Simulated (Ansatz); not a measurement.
Geometry optimisation, RHF/6-31G* in Ansatz 0.2.0.

The input (input.yaml):

```yaml
crystal:
  periodic: [false, false, false]
  atoms:
    - { symbol: B, position_ang: [0.164517, -0.456306, -0.524595] }
    - { symbol: H, position_ang: [-0.22072, -0.149559, 1.830395] }
    - { symbol: Cl, position_ang: [1.549347, 0.620966, -0.611579] }
    - { symbol: Cl, position_ang: [-1.431689, 0.145644, -0.991744] }
    - { symbol: O, position_ang: [0.382151, -1.752279, -0.183438] }
    - { symbol: C, position_ang: [-0.611648, -2.75358, -0.117464] }
    - { symbol: H, position_ang: [-0.101675, -3.695896, 0.016892] }
    - { symbol: H, position_ang: [-1.267517, -2.575477, 0.727354] }
    - { symbol: H, position_ang: [-1.197051, -2.783662, -1.026226] }
    - { symbol: H, position_ang: [0.016686, -0.807952, 1.800006] }
basis:
  gaussian: { orbitals: "6-31G*" }
hamiltonian:
  xc: hf
relax:
  f_tol: 0.03
  max_steps: 50
```

Command:

```bash
$ ansatz run input.yaml --threads 1 --pin off --max-ram 2048MiB --backend cpu --events-out ev --progress --plain --runs-dir out
```

Where does it end, and by what steps?

It converged. The force dipped under the threshold on the way, but the program's further checks kept it going. After 18 steps the energy has fallen by 0.325 eV; H2 moved furthest, 1.11 Å.

```
step  energy less start (eV)  largest force component (eV/Å)  accepted
   0                  0.0000                           1.651       yes
   1                 -0.1589                           1.050       yes
   2                 -0.2640                           0.619       yes
   3                 -0.2986                           0.316       yes
   4                 -0.3116                           0.182       yes
   5                 -0.3012                           0.374        no
   6                 -0.3159                           0.100       yes
   7                 -0.3194                           0.061       yes
   8                 -0.3212                           0.193       yes
   9                 -0.3136                           0.394        no
  10                 -0.3242                           0.035       yes
  11                 -0.3243                           0.026       yes
  12                 -0.3246                           0.074       yes
  13                 -0.3248                           0.037       yes
  14                 -0.3251                           0.016       yes
  15                 -0.3251                           0.058        no
  16                 -0.3252                           0.031       yes
  17                 -0.3253                           0.067       yes
  18                 -0.3253                           0.024       yes
```

```xyz
10
Properties=species:S:1:pos:R:3
B 0.185 -0.567 -0.900
H -0.425 -0.041 2.921
Cl 1.582 0.493 -1.079
Cl -1.428 0.075 -1.261
O 0.380 -1.810 -0.505
C -0.619 -2.792 -0.309
H -0.115 -3.691 0.010
H -1.316 -2.475 0.454
H -1.151 -2.979 -1.231
H 0.190 -0.422 2.820
```

Time of the run: 50 s on 1 thread of Arm Neoverse V2 (shared host), peak memory 0.18 GiB.
